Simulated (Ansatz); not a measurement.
Computed with Ansatz on PBE0-D4/def2-TZVP structures; ΔE is electronic, products minus reactants. CCSD(T)/CBS is the MP2 limit (def2-TZVPP, def2-QZVPP) plus CCSD(T) − MP2 in def2-TZVPP, frozen cores. Functionals use def2-TZVPP. Each species was taken in one conformer, which may not be the lowest.

Consider the isomerisation: `O[SiH2][SiH2]P` → `O[SiH2]P[SiH3]`.

(1) Is it downhill or uphill in electronic energy at CCSD(T)/CBS, and by how much? (An estimate is asked.)

(2) What do these levels give: r2SCAN-D4, ωB97X-V, B2PLYP, r2SCAN, PBE0, HF/def2-TZVPP, SCS-MP2/def2-TZVPP, CCSD/def2-TZVPP, CCSD(T)/def2-TZVPP, MP2/def2-QZVPP, MP2/CBS(def2), CCSD/CBS(def2)? (Estimate.)

Largest T1 diagnostic among the species: 0.013.

Results:

(1) Computed: Downhill: ΔE = -8.0 kcal/mol.

(2) The calculation gave: r2SCAN-D4 -8.0, ωB97X-V -7.5, B2PLYP -7.7, r2SCAN -7.9, PBE0 -6.9, HF/def2-TZVPP -7.3, SCS-MP2/def2-TZVPP -8.7, CCSD/def2-TZVPP -7.4, CCSD(T)/def2-TZVPP -7.7, MP2/def2-QZVPP -9.6, MP2/CBS(def2) -9.7, CCSD/CBS(def2) -7.7 kcal/mol.
